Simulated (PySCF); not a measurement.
[Ta(F)5], neutral singlet in the gas phase. 

Cartesian coordinates (Å):
```xyz
6

Ta    -0.0001     0.0000     0.0001
F     -1.1486     0.6562     1.3209
F     -0.7015    -0.7118    -1.5796
F      0.0603     1.7192    -0.8013
F      1.8504     0.0554     0.2583
F     -0.0606    -1.7190     0.8017
```
Charge 0, spin multiplicity 1.

All levels are single points at this geometry (PBE-D3(BJ)/def2-SVP); Pople sets use spherical d functions. Orbital energies aren't observables, and empty levels follow the basis.

HF/6-31G* (LANL2DZ on Ta) in PySCF gives dipole (D) = 0.00.

### Question
Estimate the dipole (D) from each of these levels: B3LYP-D3(BJ)/def2-TZVP in PySCF; PBE-D3(BJ)/def2-TZVP in PySCF; TPSSh-D3(BJ)/def2-TZVP in PySCF; B3LYP/6-31G* (LANL2DZ on Ta) in PySCF; BP86/6-31G* (LANL2DZ on Ta) in PySCF.

### Answer

```json
[
 {"level": "B3LYP-D3(BJ)/def2-TZVP in PySCF", "dipole (D)": "0.00"},
 {"level": "PBE-D3(BJ)/def2-TZVP in PySCF", "dipole (D)": "0.00"},
 {"level": "TPSSh-D3(BJ)/def2-TZVP in PySCF", "dipole (D)": "0.00"},
 {"level": "B3LYP/6-31G* (LANL2DZ on Ta) in PySCF", "dipole (D)": "0.00"},
 {"level": "BP86/6-31G* (LANL2DZ on Ta) in PySCF", "dipole (D)": "0.00"}
]
```
